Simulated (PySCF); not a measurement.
These are ωB97X-D3(BJ)/def2-TZVP // PBE0-D3(BJ)/def2-TZVP (PySCF 2.14.0) values and carry that method's errors. Gas-phase values, no solvent. Delta-SCF ions had no search for a lower state. 

Reference species (SMILES): `[Cl][Sn]([Cl])([Cl])[Cl]` (neutral, multiplicity 1).

- HOMO–LUMO gap = 11.20 eV
- vertical ionisation energy (Delta-SCF) = 12.40 eV
- LUMO = -1.11 eV

Changed species: `[F][Sn]([F])([Cl])[Cl]` (2 of 4 F replaced by Cl; the reference has 4 of 4 F replaced by Cl).

Q: Predict the effect on the HOMO–LUMO gap, vertical ionisation energy (Delta-SCF) and LUMO.

A: the HOMO–LUMO gap goes up by 0.43 eV, to 11.63 eV; the vertical ionisation energy (Delta-SCF) rises by 0.49 eV, to 12.89 eV; the LUMO hardly moves.
